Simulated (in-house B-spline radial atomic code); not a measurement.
Computed with a B-spline radial atomic code. Model: two electrons, singlet ground state, non-relativistic, full CI in B-splines with partial waves to l = 8 (at full coupling up to 3e-4 hartree above the limit, correlation up to 0.6 % small), density held at that of full coupling by Lieb maximisation.

W(λ) is the mean repulsion in the state of coupling λ less the Hartree energy of the fixed density. Its start is exact exchange, its initial slope is twice the second-order Görling-Levy correlation energy, and its area from 0 to 1 is E_xc. A straight curve means weak, dynamic correlation, and a curve that drops fast and flattens means strong correlation.

Command:
```bash
python run_ac.py task.json out
```
Settings (lengths in bohr, energies in hartree):
```
potential              coulomb
strength               5.92
lmax                   8
wall_radius            1.54
```

Run time, properties included: 5.5 s on 1 thread of Intel(R) Xeon(R) Processor @ 2.30GHz, on a shared host.

**W = mean repulsion less Hartree energy, and W of three functionals.**

Given: confinement point charge; nuclear charge 5.92; hard wall radius 1.54 bohr; external potential -Z/r.

Computed: PBE exchange minus exact 64.642 millihartree; SCAN exchange minus exact -4.0754 millihartree.

```tsv
coupling	W xc (hartree)	W xc minus exchange (millihartree)	kinetic minus Kohn-Sham (millihartree)	LDA (PW92) W minus its exchange (millihartree)	PBE W minus its exchange (millihartree)	SCAN W minus its exchange (millihartree)
0	-3.4781	0	0	0	0	0
0.02	-3.4799	-1.87	0	-14.85	-1.88	-1.85
0.05	?	?	?	?	?	?
0.12	-3.4892	-11.144	0.7	-63.11	-11.36	-10.89
0.25	-3.5011	-23.02	2.9	-110.21	-23.76	-22.31
0.4	-3.5145	-36.477	7.2	-155.31	-38.01	-35.12
0.6	-3.5321	-54.02	16	-206.72	-56.8	-51.68
0.8	-3.5492	-71.123	28	-251.64	-75.27	-67.7
1	-3.5659	-87.801	43	-291.97	-93.38	-83.23
1.4	?	?	?	?	?	?
2	-3.6434	-165.33	158.5	-452.38	-178.17	-154.7
3	-3.7123	-234.25	330.1	-573.44	-253.8	-217.75
4.5	-3.8023	-324.28	665.9	-715.22	-352.75	-300.15
7	-3.9247	-446.65	1363.3	-891.22	-487.99	-413.3
10	-4.0385	-560.45	2323.1	-1046.1	-615.73	-520.8
```

(1) What belongs in the row 0.05?

(2) What belongs in the row 1.4?

(3) What is the LDA exchange minus exact?

**Energy parts, natural occupations and partial-wave weights.**

Computed: total energy -31.5016 hartree; exchange energy -3.4781 hartree; correlation energy -0.044838 hartree; kinetic part of the DFT correlation energy 0.042963 hartree; initial slope twice GL2 -0.093593 hartree; kinetic part over minus potential part 0.48932; Hartree energy 6.9561 hartree.

```tsv
natural	occupation of the shell (electrons)
s	1.9984
p	0.00088333
s	?
d	4.7496e-05
p	3.3333e-05
s	1.3314e-05
```

(4) What belongs in the row s?

| wave | weight |
| --- | --- |
| s | 0.99951 |
| p | 0.00046006 |
| d | 2.6704e-05 |
| f | ? |
| g | 9.3841e-07 |

(5) What belongs in the row f?

(6) What is the Kohn-Sham kinetic?

(7) What is the Lieb Oxford ratio E_xc over LDA exchange?

Answers

(1) W xc (hartree): -3.4827; W xc minus exchange (millihartree): -4.666; kinetic minus Kohn-Sham (millihartree): 0.1; LDA (PW92) W minus its exchange (millihartree): -31.53; PBE W minus its exchange (millihartree): -4.71; SCAN W minus its exchange (millihartree): -4.59.

(2) W xc (hartree): -3.598; W xc minus exchange (millihartree): -119.94; kinetic minus Kohn-Sham (millihartree): 81.5; LDA (PW92) W minus its exchange (millihartree): -362.84; PBE W minus its exchange (millihartree): -128.45; SCAN W minus its exchange (millihartree): -112.98.

(3) 491.27 millihartree.

(4) occupation of the shell (electrons): 0.00057769.

(5) weight: 3.9384e-06.

(6) 31.47 hartree.

(7) 1.1795.

Half-way to full coupling W has made 52 % of its drop, against 50 % for a straight line, and second-order (GL2) theory, half the initial slope, overshoots the correlation energy by about 4 %: correlation is weak here. Over couplings 0 to 1 the errors in E_xc come to about +364 millihartree for LDA, +62 millihartree for PBE, -2.1 millihartree for SCAN, so SCAN is nearest. In LDA and PBE and SCAN the errors of exchange and correlation have opposite signs, so the sum is smaller than the larger of the two.
